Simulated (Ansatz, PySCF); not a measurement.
H2ClSb, singlet, geometry from GFN2-xTB (core potentials on Sb), with bond 2-1 at 1.8 times its length. Base run: CASSCF(6,6)/def2-SVP (PySCF).

Here is a job for PySCF.
```python
from pyscf import gto, scf, mcscf
import numpy

mol = gto.M(
    atom='''
Sb   -0.32961568   -0.32684112    0.32589794
H     0.29041286   -2.72437108   -1.47977865
H    -1.65346622    0.01070685   -0.69025738
Cl    1.08523656    1.07747014   -0.89725188
''',
    basis='def2-svp',
    ecp={'Sb': 'def2-svp'},
    verbose=4,
)

mf = scf.RHF(mol)
mf.kernel()
mc = mcscf.CASSCF(mf, 6, 6)
mc.fix_spin_(ss=0.0)
mc.kernel()
occ = numpy.linalg.eigvalsh(mc.fcisolver.make_rdm1(mc.ci, mc.ncas, mc.nelecas))[::-1]
ss = mc.fcisolver.spin_square(mc.ci, mc.ncas, mc.nelecas)[0]
print('natural occupations', occ.round(4), ' <S^2>', round(ss, 4))
```

Programs used: Ansatz (an electronic-structure program), PySCF; a row that names a program was run with it.

Variants of this job, named by their change:

```
change                                                ΔE vs base (kcal/mol)                 natural occupations  <S^2> of the state        outcome
----------------------------------------------------  ---------------------  ----------------------------------  ------------------  -------------
base                                                                  0.000       1.98 1.96 1.55 0.45 0.04 0.02                0.00      converged
active space = 8 electrons, 6 orbitals                                 7.73       2.00 2.00 1.97 1.57 0.44 0.03                0.00      converged
orbitals = fixed (CASCI); correction = SC-NEVPT2                     -142.4       2.00 1.99 1.65 0.35 0.01 0.00                0.00      converged
correction = SC-NEVPT2                                               -144.7       1.98 1.96 1.55 0.45 0.04 0.02                0.00      converged
solver = newton                                                       0.000       1.98 1.96 1.55 0.45 0.04 0.02                0.00      converged
code = ansatz; correction = SC-NEVPT2, all electrons                 -145.7                                   -                   -      converged
active space = 8 electrons, 7 orbitals                                -1.75  2.00 1.97 1.97 1.56 0.44 0.03 0.03                0.00      converged
orbitals = fixed (CASCI)                                              26.94       2.00 1.99 1.65 0.35 0.01 0.00                0.00      converged
start = MP2 natural orbitals                                         -0.207       1.98 1.97 1.56 0.44 0.03 0.02                0.00      converged
code = ansatz                                                        -0.204                                   -                   -      converged
state_average = 2 states                                                  -                                   -                   -  not converged
```

Active orbitals are taken around the Fermi level unless the row says otherwise; CASSCF can end in different local minima, and two programs can end on different orbitals. State-averaged rows give the lowest state.
